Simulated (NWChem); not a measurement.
All runs are NWChem calculations. System: C$_{2}$H$_{2}$Cl, charge 0, spin multiplicity 2, at a geometry optimised with UPBE0/def2-SVP. The structure started from a generated list of species. Its SCF solution wasn't tested for a lower state. Level: UB3LYP/def2-TZVP, VWN1-RPA local correlation.

Part of the output:

```
             Northwest Computational Chemistry Package (NWChem) 7.3.0
             --------------------------------------------------------

                                NWChem Input Module
                                -------------------

 Scaling coordinates for geometry "geometry" by  1.889725989
 (inverse scale =  0.529177249)

 Turning off AUTOSYM since
 SYMMETRY directive was detected!

                             Geometry "geometry" -> ""
                             -------------------------

 Output coordinates in angstroms (scale by  1.889725989 to convert to a.u.)

  No.       Tag          Charge          X              Y              Z
 ---- ---------------- ---------- -------------- -------------- --------------
    1 C                    6.0000     1.69204300    -0.33524400     0.00000000
    2 C                    6.0000     0.43602000    -0.70152300     0.00000000
    3 Cl                  17.0000    -0.89345100     0.43591300     0.00000000
    4 H                    1.0000     2.31712700     0.55431200     0.00000000
    5 H                    1.0000     0.10316600    -1.74423200     0.00000000

 Effective nuclear repulsion energy (a.u.)      80.8548558910

            Nuclear Dipole moment (a.u.)
            ----------------------------
        X                 Y               Z
 ---------------- ---------------- ----------------
     0.0000075589    -0.0000018897     0.0000000000

      Symmetry information
      --------------------

 Group name             Cs
 Group number              2
 Group order               2
 No. of unique centers     5

      Symmetry unique atoms

     1    2    3    4    5


 Summary of "ao basis" -> "" (spherical)
 ------------------------------------------------------------------------------
       Tag                 Description            Shells   Functions and Types
 ---------------- ------------------------------  ------  ---------------------
 *                         def2-tzvp                  on all atoms

                                 NWChem DFT Module
                                 -----------------

 Summary of "ao basis" -> "ao basis" (spherical)
 ------------------------------------------------------------------------------
       Tag                 Description            Shells   Functions and Types
 ---------------- ------------------------------  ------  ---------------------
 C                         def2-tzvp                11       31   5s3p2d1f
[...]
    35      0.926674  2 C  s                102     -0.760051  4 H  s
    12      0.751626  1 C  px                44     -0.471527  2 C  py
    81      0.458708  3 Cl py                67     -0.445632  3 Cl s
    13      0.418330  1 C  py                80     -0.394504  3 Cl px

   alpha - beta orbital overlaps
   -----------------------------

   alpha      1      2      3      4      5      6      7      8      9     10
    beta      1      2      3      4      5      6      7      8      9     10
 overlap   1.000  1.000  1.000  1.000  0.997  1.000  0.997  0.999  0.994  0.994

   alpha     11     12     13     14     15     16     17     18     19     20
    beta     11     12     13     14     15     16     17     18     19     20
 overlap   0.996  0.987  0.999  0.996  0.996  0.972  0.996  0.987  0.992  0.998

   alpha     21     22     23     24     25     26     27     28     29     30
    beta     21     22     23     24     25     26     27     28     29     30
 overlap   0.995  0.949  0.996  0.948  0.969  0.948  0.997  0.935  0.991  1.000

   alpha     31     32     33     34     35     36     37     38     39     40
    beta     31     32     33     34     35     36     37     38     39     40
 overlap   0.997  0.999  0.997  0.999  0.990  0.990  0.981  0.982  0.993  0.998

   alpha     41     42     43     44     45     46     47     48     49     50
    beta     41     42     43     44     45     46     47     48     49     50
 overlap   0.995  0.994  0.998  0.992  0.998  0.969  0.971  1.000  0.994  0.998

   alpha     51     52     53     54     55     56     57     58     59     60
    beta     51     52     53     54     55     56     57     58     60     59
 overlap   0.987  0.998  0.986  0.977  0.998  0.998  0.999  0.989  0.984  0.990

   alpha     61     62     63     64     65     66     67     68     69     70
    beta     61     62     63     64     65     66     68     67     69     70
 overlap   0.991  0.991  0.996  0.997  1.000  0.998  0.999  1.000  1.000  1.000

   alpha     71     72     73     74     75     76     77     78     79     80
    beta     71     72     73     74     75     76     77     78     79     80
 overlap   0.990  1.000  0.990  1.000  1.000  0.999  0.998  0.994  0.999  0.993

   alpha     81     82     83     84     85     86     87     88     89     90
    beta     81     82     83     84     85     86     88     87     89     90
 overlap   0.995  0.995  0.985  0.990  0.938  0.942  0.969  0.975  0.993  0.971

   alpha     91     92     93     94     95     96     97     98     99    100
    beta     91     92     93     94     95     96     97     98     99    100
 overlap   0.976  0.998  0.990  0.992  0.998  0.999  0.998  1.000  1.000  0.999

   alpha    101    102    103    104    105    106    107    108    109    110
    beta    101    102    103    104    105    106    107    108    109    110
 overlap   1.000  1.000  0.999  0.999  0.999  1.000  1.000  1.000  1.000  1.000

   alpha    111
    beta    111
 overlap   1.000

     --------------------------
     Expectation value of S2:
     --------------------------
      <S2> =      0.7606 (Exact =     0.7500)

 center of mass
 --------------
 x =  -0.10123344 y =   0.04967032 z =   0.00000000

 moments of inertia (a.u.)
 ------------------
          61.539251351321          81.769284658939           0.000000000000
          81.769284658939         249.254318928151           0.000000000000
           0.000000000000           0.000000000000         310.793570279471

     Multipole analysis of the density
     ---------------------------------

     L   x y z        total         alpha         beta         nuclear
     -   - - -        -----         -----         ----         -------
     0   0 0 0     -0.000000    -16.000000    -15.000000     31.000000

     1   1 0 0      0.301750     -1.436901      1.738644      0.000008
     1   0 1 0     -0.129348      0.365456     -0.494802     -0.000002
     1   0 0 1     -0.000000     -0.000000     -0.000000      0.000000

     2   2 0 0    -17.606882    -82.162007    -68.534114    133.089240
     2   1 1 0      1.338160     21.888590     17.857164    -38.407595
     2   1 0 1      0.000000      0.000000      0.000000      0.000000
     2   0 2 0    -17.096067    -28.097760    -25.448474     36.450167
     2   0 1 1      0.000000      0.000000      0.000000      0.000000
     2   0 0 2    -19.589639    -10.141039     -9.448600      0.000000

 Task  times  cpu:        9.7s     wall:        9.7s

 Total times  cpu:        9.8s     wall:        9.8s
```

Q: Write an NWChem input that would produce this output.

A: One answer among several that fit: 
```
start mol
memory heap 200 mb stack 900 mb global 1100 mb
geometry units angstroms nocenter noautoz
  C      1.692043    -0.335244     0.000000
  C      0.436020    -0.701523     0.000000
  Cl    -0.893451     0.435913     0.000000
  H      2.317127     0.554312     0.000000
  H      0.103166    -1.744232     0.000000
  symmetry group Cs
end
basis spherical
  * library def2-tzvp
end
dft
  xc b3lyp
  odft
  mult 2
  semidirect memsize 60000000 filesize 0
  iterations 100
end
task dft energy
```
